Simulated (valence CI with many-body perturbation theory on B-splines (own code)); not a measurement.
## Hg40+ in brief

Computed by valence CI with perturbative core correlation (CI+MBPT): four valence electrons over a frozen Dirac-Fock core [Kr], a basis of 9 s, 9 p, 10 d, 8 f, 5 g, 3 h, 1 i functions for each j, with the one-electron correlation potential Σ1, the two-electron term Σ2, the three-electron term Σ3, Breit, model QED; selected CI, second order for the rest (own B-spline code, finite nucleus).

No measured spectrum was set against this ion. As an estimate, large intervals hold to a few tenths of a per cent, small ones and those within an open d or f shell to about a per cent. Only levels of the ground parity were solved; by the run's estimate the other parity begins above the list, which can be wrong where configurations are misplaced.

Levels are named by their leading jj configuration (3d3/2^4 stands for four electrons in 3d with j = 3/2), which in mixed levels can hold well under half, so a name can repeat and another be missing.

Rates and lifetimes use the calculated energies. Strong lines usually hold to 10 to 20 %, long lifetimes can be off by a factor of two.

Question: What is the ground level?

Answer: (4d3/2^4) J=0, composition 60 % 4d4 3P + 27 % 4d4 5D + 14 % 4d4 1S.

Question: Name the longest-lived excited levels whose lifetime is computed, and their main decay.

Answer: (4d3/2^2 4d5/2^2) J=6 at 458460 cm⁻¹ lives 27.2 ms, mostly by E2 to (4d3/2^3 4d5/2) J=4; (4d3/2^3 4d5/2) J=3 at 253360 cm⁻¹ lives 14.4 ms, mostly by M1 to (4d3/2^3 4d5/2) J=4. The lifetime of (4d3/2^3 4d5/2) J=4 is too uncertain to give, and may be longer.

Question: What is the ionisation energy?

Answer: 1930 eV; NIST lists 1928 ± 4 eV (theoretical).

Question: How well does LS coupling describe the low levels?

Answer: Among the lowest 20 levels the leading LS term, summed over configurations, holds 48 % on average. For single configurations the figures are 48 % in LS and 96 % in jj coupling. Terms mix most in the J = 4 level at 235370 cm⁻¹, where the leading one holds 28 %.
